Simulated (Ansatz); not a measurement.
CH3ClGeO can be A, `[Cl][GeH]1[CH2][O]1`, or B, `O=[CH][GeH2][Cl]`.

Computed with Ansatz on PBE0-D4/def2-TZVP structures; ΔE is electronic, products minus reactants. CBS: MP2 limit from def2 TZ/QZ plus the TZ coupled-cluster correction, frozen cores. DFT in def2-TZVPP. B3LYP here is the variant with VWN-RPA as its local correlation; programs differ in this. For Ge outer-core shells are correlated without core-valence functions, which leaves a few kJ/mol of doubt a bond. Scalar relativity is left out up to krypton. Each species was taken in one conformer, which may not be the lowest.

(1) Which is lower in electronic energy at CCSD(T)/CBS, and by how much? (An estimate is asked.)

(2) Give E(B) − E(A) in kJ/mol with PBE0-D4, PBE-D4, B3LYP, ωB97M-V, MP2/def2-TZVPP, r2SCAN-D4, B3LYP-D4. (An estimate is asked.)

(3) Does the order hold for the free energy at 298.15 K (harmonic terms from PBE0-D4)? (An estimate is asked.)

Largest T1 diagnostic: 0.013.

## Answers

(1) Ansatz gave: B, by 29.4 kJ/mol.

(2) The calculation gave: PBE0-D4 -31.9, PBE-D4 -30.6, B3LYP -47.4, ωB97M-V -38.9, MP2/def2-TZVPP -26.2, r2SCAN-D4 -29.1, B3LYP-D4 -46.8. None reverses the order clearly.

(3) Computed: Yes: G(B) − G(A) = -45.6 kJ/mol, for one conformer each. Modes under 60 cm⁻¹, often nearly free rotors, make the harmonic entropy too high.

Leaving LDA and LC-ωPBE aside and taking each functional with its dispersion term where it has one, the values, not all of them listed here, spread over 21.3 kJ/mol, from BHLYP-D4 to PBE-QIDH. LDA lies +18.8 kJ/mol from PBE without D4. At CCSD(T), def2-SVP lies −33.0 kJ/mol from the extrapolated value and def2-TZVPP −7.6 kJ/mol.
